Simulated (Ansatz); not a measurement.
Reaction: CHClF2 (chloro(difluoro)methane, SMILES FC(F)Cl) → F (doublet) + CHClF (SMILES F[CH]Cl, doublet) (the C-F bond breaks)
Each species at its own B3LYP-D3(BJ)/def2-TZVP minimum (Ansatz, an electronic-structure program).

Property: bond dissociation energy (electronic), in kJ/mol. UHF or UKS for unpaired electrons; spin-orbit terms are left out. CBS(X,Y): correlation extrapolated as X^-3, Hartree-Fock from the larger set (Q,5: extrapolated as (X+1)exp(-9√X)). A bracket is a step between two methods taken in the basis named. Functionals run without relativity, which enters their misses. '+ core + X2C': CCSD(T) terms for core correlation (cc-pwCVTZ, 1s frozen past Ne) and scalar relativity (cc-pVTZ-DK).

CCSD(T)/CBS(cc-pV(Q+d)Z,cc-pV(5+d)Z) + [CCSDT(Q) - CCSD(T)]/cc-pV(D+d)Z + core + X2C (Ansatz) gives 507.9 kJ/mol.

Problem. What does PBE/def2-TZVPD (Ansatz) give here, and how do the other levels compare?

Solution. PBE gives 511.1 kJ/mol, 3.2 kJ/mol above it. Differences of the others: r2SCAN/def2-TZVPD (Ansatz) -18.7; B3LYP/def2-TZVPD (Ansatz) -25.5; PBE0/def2-TZVPD (Ansatz) -19.5; wB97M-V/def2-TZVPD (Ansatz) -1.7; CCSD(T)/CBS(cc-pV(Q+d)Z,cc-pV(5+d)Z) + core + X2C (Ansatz) -0.3 kJ/mol. Nearer than PBE: wB97M-V/def2-TZVPD, CCSD(T)/CBS(cc-pV(Q+d)Z,cc-pV(5+d)Z) + core + X2C.
